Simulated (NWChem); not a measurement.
**Worked example: vertical ionisation energy of AlOF2 (SMILES [O][Al]([F])[F])**

AlOF2 has 4 atoms, charge 0, and is taken as a doublet. As SMILES, `[O][Al]([F])[F]`. The shape is that of a PBE0-D4/def2-TZVP optimisation.

Both states at this one shape; open shells run unrestricted unless said. 1 Eh = 27.2114 eV.

| level | program | doublet AlOF2 (Eh) | singlet [AlOF2]+ (Eh) |
| --- | --- | --- | --- |
| UMP2/6-31G* (spherical functions), 8 core orbitals frozen | NWChem | -516.318079 | -515.752987 |
| UMP2/6-311+G**, 8 core orbitals frozen | NWChem | -516.517693 | -515.946617 |
| UMP2/6-311++G(2d,2p), 8 core orbitals frozen | NWChem | -516.600485 | -516.025861 |

Task: Work out the vertical ionisation energy at each level.

Result: 
1. UMP2/6-31G* (spherical functions): -515.752987 − (-516.318079) = 0.565092 Eh = 15.38 eV.
2. UMP2/6-311+G**: -515.946617 − (-516.517693) = 0.571076 Eh = 15.54 eV.
3. UMP2/6-311++G(2d,2p): -516.025861 − (-516.600485) = 0.574624 Eh = 15.64 eV.

No measured value is set beside it here; the levels span 15.38 to 15.64 eV.
